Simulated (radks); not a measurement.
Q: All-electron atom: Tl+ in [Hg]. Method: non-relativistic Kohn-Sham, LDA (Slater exchange, Perdew-Wang correlation), spin-polarised, spherical densities, point nucleus; relativity is left out, which matters for an element this heavy; computed with a radial shooting solver on a logarithmic mesh with Libxc functionals. Some entries of the table are withheld. Estimate them.

orbital  occ.  eigenvalue (eV)  r(max) (bohr)  <r^2> (bohr^2)
1s          2        -76949.32        0.01241       0.0004670
2s          2        -12931.35        0.06740        0.007249
2p          6        -12449.78        0.05223        0.005341
3s          2        -3069.091         0.1839         0.04470
3p          6        -2839.893         0.1728         0.04107
3d         10              (1)         0.1355         0.03153
4s          2        -673.1071         0.4086          0.2124
4p          6        -573.1206         0.4072          0.2169
4d         10        -388.4030         0.3985             (2)
4f         14        -138.7898            (3)          0.2502
5s          2        -110.9179         0.8933           1.063
5p          6         -77.9177         0.9420           1.245
5d         10         -25.5295          1.105           2.146
6s          2         -14.2200          2.303           8.045

A: 
(1) 3d eigenvalue (eV): -2410.742
(2) 4d <r^2> (bohr^2): 0.2259
(3) 4f r(max) (bohr): 0.3524
